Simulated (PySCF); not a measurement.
Nuclear quadrupole coupling in `O[Si]1(S[SiH3])SC=CS1`

Compound: C2H6OS3Si2.
Cartesian coordinates in Å at the GFN2-xTB level; atoms count from 1:
```xyz
14
C2H6OS3Si2 angstrom
O     -0.9536   -2.4782    1.0094
Si    -0.2882   -1.1271    0.4321
S      1.8187   -1.4682    0.2865
Si     2.6061    0.4171   -0.4302
S     -0.8739    0.5331    1.6655
C     -1.8699    1.3061    0.4597
C     -2.0113    0.8671   -0.7868
S     -1.2245   -0.5543   -1.4207
H     -0.4676   -3.2922    1.1248
H      4.0067    0.0902   -0.6216
H      2.3633    1.4059    0.6118
H      1.9033    0.7403   -1.6650
H     -2.3741    2.1878    0.8157
H     -2.6357    1.3720   -1.5034
```

Field gradients from the PBE0/pcSseg-1 density (PySCF, non-relativistic), principal values in atomic units, ordered |Vxx| ≤ |Vyy| ≤ |Vzz|:

```json
{"atom": "O1", "Vxx": "-0.4113", "Vyy": "-1.0766", "Vzz": "1.4880"}
{"atom": "S3", "Vxx": "0.2157", "Vyy": "1.3690", "Vzz": "-1.5847"}
{"atom": "S5", "Vxx": "-0.0233", "Vyy": "-1.8140", "Vzz": "1.8373"}
{"atom": "S8", "Vxx": "-0.0256", "Vyy": "-1.8125", "Vzz": "1.8381"}
```

Find the asymmetry η = (Vxx − Vyy)/Vzz and the couplings χ = eQV/h (234.96 MHz × Q in barn × V in au), with Q(17O) = −0.0256 b, Q(33S) = −0.0678 b.

```tsv
atom	environment	nucleus	η	χzz (MHz)	χxx (MHz)	χyy (MHz)
O1	silanol oxygen	17O	0.45	-8.95	2.47	6.48
S3	sulfur bonded to 2 Si	33S	0.73	25.25	-3.44	-21.81
S5	sulfur bonded to C and Si	33S	0.97	-29.27	0.37	28.90
S8	sulfur bonded to C and Si	33S	0.97	-29.28	0.41	28.87
```

At S5 and S8 η is above 0.9: Vyy and Vzz are nearly equal in size and opposite in sign, so a small change could swap them and flip the sign of χzz. The tensor is traceless: Vxx + Vyy + Vzz = 0.

What is Vzz at S5 in SI units (1 au = 9.71736 × 10²¹ V/m²)?

1.8373 au = 17.854 × 10²¹ V/m².

And the gradient at the other heavy atoms, for which no coupling is worked out here?

| atom | environment | Vzz (au) | η |
| --- | --- | --- | --- |
| Si2 | oxygen-bound silicon | -0.259 | 0.57 |
| Si4 | SiH3 silicon | 0.774 | 0.00 |
| C6 | alkene CH carbon | -0.243 | 0.35 |
| C7 | alkene CH carbon | -0.243 | 0.33 |

Were the hydrogens deuterons (Q(2H) = 0.00286 b), χzz would run from 110 kHz (H12 and H11) to 338 kHz (H9).

One conformer (not necessarily the lowest) at the GFN2-xTB geometry, without solvent, vibrations or thermal averaging. GFN2-xTB bond lengths can be off by several hundredths of an ångström, more for odd bonds, and the gradients follow them. These gradients aren't converged with respect to the basis.
